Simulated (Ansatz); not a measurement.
The same hydrogenolysis along the group B, Al, Ga, In.

Gas-phase electronic energies from Ansatz, PBE0-D4/def2-TZVP geometries. CCSD(T)/CBS adds triple-zeta CCSD(T) − MP2 to the extrapolated MP2 energy (def2 sets, frozen cores). This one scheme is used for every species. Functionals use def2-TZVPP. def2 core potentials past Kr. For Ga, In outer-core shells are correlated without core-valence functions, which leaves a few kJ/mol of doubt a bond. Scalar relativity is left out up to krypton.

| reaction | PBE0-D4 (eV) | ωB97M-V (eV) | B97M-V (eV) | CCSD(T)/CBS(def2) (eV) |
| --- | --- | --- | --- | --- |
| `BC[SiH3]` + H₂ → `BC` + SiH₄ | -0.07 | -0.08 | -0.13 | -0.06 |
| `[AlH2][CH2][SiH3]` + H₂ → `[CH3][AlH2]` + SiH₄ | -0.10 | -0.12 | -0.16 | -0.09 |
| `[SiH3][CH2][GaH2]` + H₂ → `[CH3][GaH2]` + SiH₄ | -0.12 | -0.14 | -0.17 | -0.09 |
| `[SiH3][CH2][InH2]` + H₂ → `[CH3][InH2]` + SiH₄ | -0.12 | -0.13 | -0.16 | -0.08 |

Largest T1 diagnostic: 0.013, for `[SiH3][CH2][InH2]`.
